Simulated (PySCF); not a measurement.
A geometry optimisation on phosphorus tribromide (`BrP(Br)Br`).

Method: PBE0-D3(BJ)/def2-SVP geometry optimisation, gas phase (PySCF 2.14.0). Start geometry: GFN2-xTB. A driver script takes a list of jobs; this job's settings line and coordinates (Å) are shown.

Command:
```bash
OMP_NUM_THREADS=1 python probes_run.py task.json out
```

Input:
```
{"job": {"xc": "PBE0", "basis": "def2-SVP", "d3": "d3bj", "grid": 1, "shake": 0.01, "kind": "geom"}, "charge": 0, "multiplicity": 1}
Br     1.999810    -0.135180    -0.254420
P     -0.003290    -0.002040     0.751630
Br    -0.910140     1.765410    -0.269900
Br    -1.048390    -1.653560    -0.260320
```

Q: What does the run print?

A: 
```
step   0  E = -8061.82801167  max force = 0.007130
step   1  E = -8061.82536643  max force = 0.022370
step   2  E = -8061.82823285  max force = 0.004128
step   3  E = -8061.82836798  max force = 0.001374
step   4  E = -8061.82838246  max force = 0.000523
step   5  E = -8061.82838283  max force = 0.000433
optimisation converged
```

Energies in Eh; «max force» is the largest Cartesian gradient component in Eh/bohr.

Q: Give the first gradient maximum in eV/Å.

A: With 1 Eh/bohr = 51.422 eV/Å, 0.367 eV/Å.

Q: How much energy does the optimisation release, in eV?

A: E(step 0) − E(last step) = 0.000371 Eh, which is 0.010 eV.

Main results: final energy -8061.82838 Eh after 5 steps; dipole 0.44 D.

Q: Give the final coordinates.

A: 0.025 Å rms from the input after alignment:
```
atom  x, y, z in Å
Br1    1.5052    0.7261   -1.1268
P2     0.4179   -0.2037    0.5882
Br3   -1.2017    1.2966    0.9460
Br4   -0.7080   -1.8367   -0.4415
```

The run took 37 s wall on one thread, Arm Neoverse V2 (aarch64), shared host, and the process peaked at 0.52 GiB of memory.
Labels such as C1 count atoms from 1, the log's own numbers from 0.
